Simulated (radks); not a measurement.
The numbers below are computed, except where a source is named.
Question: All-electron atom: the selenium ion Se+ in [Ar] 3d10 4s2 4p2.5 4d0.5 (fractional occupations, a model configuration). Code: a radial shooting solver on a logarithmic mesh with Libxc functionals. Model: Dirac Kohn-Sham, LDA (Slater exchange, VWN5 correlation), spin-unpolarised, spherical densities, finite nucleus; open shells fill j = l - 1/2 first; Fermi nuclear charge, rms radius 4.14 fm. Some entries of the table are withheld. Estimate them.

orbital,occ.,eigenvalue (eV),r(max) (bohr)
1s1/2,2,-12492.26,0.02884
2s1/2,2,-1616.736,(1)
2p1/2,2,(2),0.1296
2p3/2,4,(3),0.1327
3s1/2,2,-225.2926,0.5029
3p1/2,2,(4),0.4947
3p3/2,4,(5),0.5034
3d3/2,4,-66.5733,0.4495
3d5/2,6,-65.6751,0.4523
4s1/2,2,(6),(7)
4p1/2,2,-17.3693,1.702
4p3/2,0.5,-16.8921,1.733
4d3/2,0.5,-4.4563,3.172
4d5/2,0,-4.4381,3.189

Answer: 
(1) 2s1/2 r(max) (bohr): 0.1648
(2) 2p1/2 eigenvalue (eV): -1453.172
(3) 2p3/2 eigenvalue (eV): -1411.492
(4) 3p1/2 eigenvalue (eV): -169.3331
(5) 3p3/2 eigenvalue (eV): -163.4463
(6) 4s1/2 eigenvalue (eV): -28.7530
(7) 4s1/2 r(max) (bohr): 1.479
